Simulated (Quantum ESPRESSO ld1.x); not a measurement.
Values are calculated unless marked as measured or tabulated.
All-electron atom: Co I in [Ar] 3d7 4s2 (the NIST ground configuration). Level of theory: scalar-relativistic Kohn-Sham, LDA (Slater exchange, VWN5 correlation), spin-polarised, spherical densities, point nucleus; open shells are filled with parallel spins first (ld1.x of Quantum ESPRESSO 7.5).

Normalised radial functions P(r) = r R(r), r in bohr:

```
   r/bohr * 3s down, o 3d up (the largest magnitude, 1.19, reaches the edge; | marks zero, & curves that meet)
 0.004204                             o  *
 0.006321                             o   *
 0.009506                             o     *
   0.0143                             o      *
  0.02167                             o       *
  0.03259                             o        *
    0.049                             o     *
  0.07369                             *o
   0.1108                    *        | o
   0.1667              *              |    o
   0.2506                   *         |         o
   0.3769                             |         *      o
   0.5668                             |                    o     *
   0.8523                             |                    o   *
    1.292                             |           *  o
    1.943                             |  *     o
    2.922                             *   o
    4.394                             *o
    6.607                             &
    9.936                             &
```

3s down: eigenvalue -99.983 eV, 2 radial nodes at r = 0.0732, 0.313 bohr, <r> = 0.777 bohr, 90 % of the charge inside 1.17 bohr. 3d up: eigenvalue -9.609 eV, 0 radial nodes, <r> = 1.05 bohr, 90 % of the charge inside 1.84 bohr.
